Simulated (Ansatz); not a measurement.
`[OH][GeH]([F])[F]` + CH₃OH → `C[O][GeH]([F])[F]` + H₂O at 500 K and 1 bar (ligand exchange at a Ge–O bond).

Program: Ansatz. Geometries: PBE0-D4/def2-TZVP. ΔE: electronic, gas phase. CCSD(T)/CBS adds triple-zeta CCSD(T) − MP2 to the extrapolated MP2 energy (def2 sets, frozen cores). This one scheme is used for every species. For Ge outer-core shells are correlated without core-valence functions, which leaves a few kJ/mol of doubt a bond. Scalar relativity is left out up to krypton. Each species was taken in one conformer, which may not be the lowest.

```tsv
species	CCSD(T)/CBS energy (Eh)	H − E (kJ/mol)	S (J/(mol·K))
`[OH][GeH]([F])[F]`	-2352.17909	105.1	360.9
CH₃OH	-115.61712	157.0	265.4
`C[O][GeH]([F])[F]`	-2391.41847	188.9	413.5
H₂O	-76.37941	73.2	206.3
```

H − E and S are ideal-gas, rigid-rotor, harmonic terms from PBE0-D4/def2-TZVP, for one conformer and one mirror image of each species. 1 Eh = 2625.50 kJ/mol, R = 8.31446 J/(mol·K).

Problem. By hand: ΔE, ΔH, ΔS and ΔG.

Solution. ΔE = (-2391.41847) + (-76.37941) − (-2352.17909) − (-115.61712) = -0.00167 Eh = -4.4 kJ/mol. Δ(H − E) = 188.9 + 73.2 − 105.1 − 157.0 = 0.0, so ΔH = -4.4 kJ/mol. ΔS = 413.5 + 206.3 − 360.9 − 265.4 = -6.5 J/(mol·K). ΔG = -4.4 − 500 × (-6.5)/1000 = -1.2 kJ/mol.

Problem. By hand: the equilibrium constant, and the temperature at which ΔG would vanish if ΔH and ΔS stayed fixed.

Solution. log₁₀ K = −ΔG/(RT ln 10) = 0.1. ΔG = 0 at ΔH/ΔS = 677 K, though so small a ΔH makes that figure unsure.

TΔS isn't small against ΔH here. The sign of ΔG lies within the doubt. A doubt of 5 kJ/mol in ΔE shifts log₁₀ K by 0.5 here. Other conformers and mirror images would add mixing entropy, several J/(mol·K) or more a flexible species. These are equilibria of isolated gas molecules and say nothing of rates. Largest T1 diagnostic: 0.012 (customary marks: 0.02 for closed shells, 0.045 for open ones).
